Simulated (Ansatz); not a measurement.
ScF2, SMILES [Sc]([F])[F] (connectivity only; charge and spin as stated), neutral, multiplicity 2.

Geometry optimised at PBE-D3(BJ)/def2-TZVP. The spin state was assumed, not searched. The isomer is the one that the SMILES or the coordinates give; other isomers of the formula were not compared.

Two levels are set side by side: PBE/def2-TZVPD (Ansatz, an electronic-structure program) and CAM-B3LYP/def2-TZVPD (Ansatz). Energy differences of separate SCF runs at the same geometry; the states with an electron removed or added have multiplicity 1 and 1. Differences are taken from unrounded values.

| quantity | CAM-B3LYP | PBE | PBE minus CAM-B3LYP |
|---|---|---|---|
| vertical ionisation energy (eV) | 7.33 | 7.01 | -0.32 |
| vertical electron affinity (eV) | 1.01 | 0.97 | -0.05 |
